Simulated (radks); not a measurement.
All-electron atom: Ni23+ in [He] 2s2 2p1 (the NIST ground configuration).

Calculated with a radial shooting solver on a logarithmic mesh with Libxc functionals: scalar-relativistic Kohn-Sham, LB94 model potential, spin-polarised, spherical densities, finite nucleus; open shells are filled with parallel spins first; Fermi nuclear charge, rms radius 3.7757 fm.

Energy parts (eV):
part                  energy
kinetic            28440.677
electron-nucleus  -58039.385
Hartree             2419.571
(The LB94 potential has no energy functional, so no total or exchange-correlation energy is given.)

Orbitals (lengths in bohr, moments of r in powers of bohr; r(90%) holds 90 % of the orbital's charge):
| orbital | occ. | eigenvalue (eV) | <r^2> | r(90%) |
|---|---|---|---|---|
| 1s down | 1 | -9766.217 | 0.003867 | 0.0957 |
| 1s up | 1 | -9762.241 | 0.003871 | 0.0958 |
| 2s up | 1 | -2187.079 | 0.05977 | 0.346 |
| 2s down | 1 | -2171.458 | 0.06010 | 0.347 |
| 2p up | 1 | -2103.875 | 0.04515 | 0.312 |
| 2p down | 0 | -2089.627 | 0.04526 | 0.312 |

The highest occupied level is 2p up at -2103.9 eV. Spin moment in Bohr magnetons: 1. For comparison, the ionisation energy in NIST's Atomic Spectra Database is 2131 eV (semi-empirical). In exact Kohn-Sham theory the highest level is minus the ionisation energy, but local and semilocal functionals leave it too shallow, through self-interaction and a potential that decays too fast; potentials with the right tail come closer. The electron density at the nucleus is 1.993e+04 e/bohr^3 (large components only). Summed over all electrons, <r^2> = 0.1728 bohr^2, which gives a Langevin (diamagnetic) susceptibility term of -0.137 x 10^-6 cm^3/mol. The density falls to 0.001 e/bohr^3 at r = 0.72 bohr. The spin density at the nucleus is 5.490 e/bohr^3 (1s -0.301, 2s 5.792).
